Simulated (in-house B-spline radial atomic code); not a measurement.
A fraction x of an electron is removed from 5p in Te, starting from [Kr] 4d10 5s2 5p4 and keeping the highest spin. Level of theory: non-relativistic LDA VWN5, spin-polarised, spherical fractional occupations, point nucleus; calculated with a B-spline radial code for spherical atoms.

```tsv
x	E(x) - E(0) (eV)	5p down level (eV)
0	0.0000	-5.555
0.06	0.3454	-5.960
0.19	1.1779	-6.850
0.35	2.3629	-7.967
0.5	3.6377	-9.034
0.54	4.0048	-9.322
0.71	5.6943	-10.557
0.85	7.2445	-11.590
0.88	7.5955	-11.814
1	9.0669	-
```

The exact functional would give a straight line between the two integer points. Deviations E(x) - E(0) - x[E(1) - E(0)], in eV: -0.199 at x = 0.06, -0.545 at x = 0.19, -0.811 at x = 0.35, -0.896 at x = 0.5, -0.891 at x = 0.54, -0.743 at x = 0.71, -0.462 at x = 0.85, -0.383 at x = 0.88.

The curve lies below the straight line by up to 0.896 eV (at x = 0.5): convex, the delocalisation error that favours fractional charges.

Task: How well does Slater's transition state (minus the level at half occupation) give the ionisation energy?

Result: It gives 9.034 eV against 9.067 eV from the two total energies; NIST lists 9.01 eV, ground level to ground level.
